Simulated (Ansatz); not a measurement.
```yaml
crystal:
  periodic: [false, false, false]
  atoms:
    - {symbol: Br, position_ang: [0.282838, 2.140927, 0.378741]}
    - {symbol: In, position_ang: [-0.729576, -0.013397, -0.398431]}
    - {symbol: Br, position_ang: [0.435738, -2.192429, 0.006490]}
basis:
  gaussian: {orbitals: def2-mTZVPP, nuclear_model: gaussian, point_charges: [{charge: 1.00, position_ang: [5.326, 0.698, 0.253]}]}
total_charge: -1
magnetization: {spin_polarized: true, initial_magnetization: 8}
hamiltonian: {xc: {name: BHLYP}}
scf: {lower_state_search: full}
output: {forces: true}
```

```sh
$ ansatz run in.yaml --threads 4 --pin off --events-out ev --progress --plain --max-ram 10444MiB
```

Shortened log:

```
Functional definition: BHLYP
1073 factors; integrals over basis functions are off by at most 2.7e-4 eV
mean field evaluation 1: about -145238.0027 eV, gradient 3.0e1 eV
mean field evaluation 2: about -145238.0579 eV, gradient 3.0e1 eV
mean field evaluation 4: about -145244.3419 eV, gradient 1.2e1 eV
mean field evaluation 8: about -145245.5401 eV, gradient 6.1e-1 eV
mean field evaluation 16: about -145245.5670 eV, gradient 2.2e0 eV
mean field evaluation 32: about -145245.6177 eV, gradient 2.2e-5 eV
mean field -145245.61772803 eV, -5337.6780004892 hartree, gradient 5.5e-8 eV, S^2 20.007163; 11 other end points of the search recorded, 0 dependent functions left out
reference -145245.61786105 eV, -5337.6780053779 hartree; 50, 42 occupied and 58, 66 virtual orbitals, 1073 factors
Total energy: -145245.61786105 eV, -5337.6780053779 hartree
Atom 0 at     0.282838     2.140927     0.378741 Å, force     1.244944     3.273685     1.031837 eV/Å
Atom 1 at    -0.729576    -0.013397    -0.398431 Å, force    -2.482632     0.859401    -1.564632 eV/Å
Atom 2 at     0.435738    -2.192429     0.006490 Å, force     1.780000    -4.116635     0.600379 eV/Å
Dipole moment:     0.874902    -0.733087     0.670469 e Å
```

(1) What is wrong with this run?

## Answers

(1) The spin is set far too high for this molecule. Self-consistency was reached. The result belongs to that input, not to the molecule as meant.
